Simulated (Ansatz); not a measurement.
Li₃N. Charge 0, multiplicity 3. Geometry PBE0-D4/def2-TZVP; atoms count from 1.

```csv
atom,x (Å),y (Å),z (Å)
Li1,-0.712,-1.246,-1.105
Li2,0.847,-0.512,1.517
Li3,-0.135,1.758,-0.412
N4,0.000,0.000,0.000
```

At PBE0-D4/def2-TZVP a singlet of charge 0 lies 0.59 eV below the triplet, each at its own geometry. The structure comes from a short search, and lower isomers may exist.

(1) Estimate the Mulliken populations from the PBE0/def2-TZVP orbitals of Ansatz.

(2) Where does the spin sit?

(3) And the Mayer bond orders between bonded heavy atoms (over 0.3)?

Results:

(1) 
```tsv
atom	charge (e)	spin (α − β)
Li1	0.43	0.36
Li2	0.43	0.36
Li3	0.43	0.36
N4	-1.30	0.93
```
Mulliken values and Mayer orders depend strongly on the basis.

(2) Summed by element: Li 1.07, N 0.93, of 2 unpaired in all. Largest on single atoms: N4 0.93, Li2 0.36, Li3 0.36.

(3) Li1–N4 0.41 (1.81 Å); Li2–N4 0.41 (1.81 Å); Li3–N4 0.41 (1.81 Å).
